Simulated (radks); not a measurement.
All-electron atom: the krypton ion Kr2+ in [Ar] 3d10 4s2 4p4.

All-electron calculation, Dirac Kohn-Sham, PBE, spin-unpolarised, spherical densities, point nucleus; open shells are shared between the two j in proportion to 2j + 1. Program: a radial shooting solver on a logarithmic mesh with Libxc functionals.

Energy parts (hartree):
total: -2789.02882
kinetic: 2864.23346
electron-nucleus: -6708.19088
Hartree: 1150.74557
exchange-correlation: -95.81697

Orbitals (lengths in bohr, moments of r in powers of bohr; r(max) is where P^2 peaks):
[
 {"orbital": "1s1/2", "occ.": "2", "eigenvalue (hartree)": "-521.0840", "r(max)": "0.02708", "<r^4>": "0.00001386"},
 {"orbital": "2s1/2", "occ.": "2", "eigenvalue (hartree)": "-69.42745", "r(max)": "0.1543", "<r^4>": "0.002721"},
 {"orbital": "2p1/2", "occ.": "2", "eigenvalue (hartree)": "-62.83180", "r(max)": "0.1211", "<r^4>": "0.001862"},
 {"orbital": "2p3/2", "occ.": "4", "eigenvalue (hartree)": "-60.85337", "r(max)": "0.1244", "<r^4>": "0.002023"},
 {"orbital": "3s1/2", "occ.": "2", "eigenvalue (hartree)": "-10.63237", "r(max)": "0.4671", "<r^4>": "0.1651"},
 {"orbital": "3p1/2", "occ.": "2", "eigenvalue (hartree)": "-8.30303", "r(max)": "0.4574", "<r^4>": "0.1865"},
 {"orbital": "3p3/2", "occ.": "4", "eigenvalue (hartree)": "-8.01187", "r(max)": "0.4661", "<r^4>": "0.2012"},
 {"orbital": "3d3/2", "occ.": "4", "eigenvalue (hartree)": "-3.95304", "r(max)": "0.4096", "<r^4>": "0.2988"},
 {"orbital": "3d5/2", "occ.": "6", "eigenvalue (hartree)": "-3.90506", "r(max)": "0.4122", "<r^4>": "0.3070"},
 {"orbital": "4s1/2", "occ.": "2", "eigenvalue (hartree)": "-1.69290", "r(max)": "1.316", "<r^4>": "10.09"},
 {"orbital": "4p1/2", "occ.": "1.33333", "eigenvalue (hartree)": "-1.15821", "r(max)": "1.467", "<r^4>": "18.40"},
 {"orbital": "4p3/2", "occ.": "2.66667", "eigenvalue (hartree)": "-1.12871", "r(max)": "1.494", "<r^4>": "19.72"}
]

The highest occupied level is 4p3/2 at -30.714 eV. For comparison, the ionisation energy in NIST's Atomic Spectra Database is 35.84 eV (measured). In exact Kohn-Sham theory the highest level is minus the ionisation energy, but local and semilocal functionals leave it too shallow, through self-interaction and a potential that decays too fast; potentials with the right tail come closer. The density falls to 0.001 e/bohr^3 at r = 3.48 bohr.

Beside tabulated values, note that spin-unpolarised runs miss the spin-polarisation part of the exchange energy of open shells.
